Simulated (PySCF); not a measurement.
C7H8, SMILES C1C2C=CC1C=C2. Atoms are numbered in the order given.

```xyz
15

C      0.6683    -1.2396     0.5210
C     -0.6683    -1.2396     0.5210
C     -1.1192     0.0000    -0.2755
C     -0.6683     1.2396     0.5210
C      0.6683     1.2396     0.5210
C      1.1192     0.0000    -0.2755
C      0.0000     0.0000    -1.3523
H      1.3401    -1.9353     1.0276
H     -1.3401    -1.9353     1.0276
H     -2.1622     0.0000    -0.6194
H     -1.3401     1.9353     1.0276
H      1.3401     1.9353     1.0276
H      2.1622     0.0000    -0.6194
H      0.0000     0.9056    -1.9782
H      0.0000    -0.9056    -1.9782
```
Charge 0, spin multiplicity 1.

Geometry optimised at ωB97X-D3(BJ)/def2-SVP. One conformer was computed; it need not be the lowest.

Level of theory: PySCF with ωB97X-D3(BJ)/def2-SVP.

Harmonic, unscaled wavenumbers; measured fundamentals usually lie a few per cent lower.

Computed harmonic wavenumbers and intensities:
| mode | ν (cm⁻¹) | IR (km/mol) | moving atoms (share of kinetic energy) |
|---|---|---|---|
| 1 | 434 | 4.5 | C 57 %, H 43 % |
| 2 | 458 | 0.0 | C 74 %, H 26 % |
| 3 | 518 | 5.5 | H 56 %, C 44 % |
| 4 | 559 | 1.6 | C 68 %, H 32 % |
| 5 | 696 | 32.5 | H 70 %, C 30 % |
| 6 | 729 | 0.0 | C 86 %, H 14 % |
| 7 | 769 | 53.0 | H 54 %, C 46 % |
| 8 | 802 | 1.7 | C 89 %, H 11 % |
| 9 | 832 | 9.9 | C 67 %, H 33 % |
| 10 | 909 | 1.2 | C 72 %, H 28 % |
| 11 | 922 | 7.1 | C 53 %, H 47 % |
| 12 | 938 | 0.0 | H 56 %, C 44 % |
| 13 | 946 | 1.1 | C 69 %, H 31 % |
| 14 | 966 | 2.3 | C 59 %, H 41 % |
| 15 | 966 | 2.0 | H 63 %, C 37 % |
| 16 | 969 | 0.0 | H 71 %, C 29 % |
| 17 | 1001 | 2.1 | H 58 %, C 42 % |
| 18 | 1039 | 0.2 | H 77 %, C 23 % |
| 19 | 1081 | 1.3 | H 86 %, C 14 % |
| 20 | 1132 | 0.6 | H 65 %, C 35 % |
| 21 | 1134 | 0.0 | H 95 % |
| 22 | 1217 | 0.4 | C 60 %, H 40 % |
| 23 | 1257 | 1.9 | H 60 %, C 40 % |
| 24 | 1271 | 0.0 | H 78 %, C 22 % |
| 25 | 1283 | 0.0 | H 72 %, C 28 % |
| 26 | 1287 | 3.4 | H 58 %, C 42 % |
| 27 | 1328 | 0.0 | C 54 %, H 46 % |
| 28 | 1358 | 22.8 | H 56 %, C 44 % |
| 29 | 1486 | 1.3 | H 88 %, C 12 % |
| 30 | 1669 | 5.1 | C 90 %, H 10 % |
| 31 | 1712 | 0.1 | C 92 % |
| 32 | 3095 | 33.7 | H 95 % |
| 33 | 3158 | 44.9 | H 92 %, C 8 % |
| 34 | 3161 | 6.8 | H 92 %, C 8 % |
| 35 | 3167 | 25.5 | H 90 %, C 10 % |
| 36 | 3236 | 0.0 | H 92 % |
| 37 | 3237 | 5.2 | H 92 %, C 8 % |
| 38 | 3261 | 10.9 | H 90 %, C 10 % |
| 39 | 3263 | 4.2 | H 90 %, C 10 % |
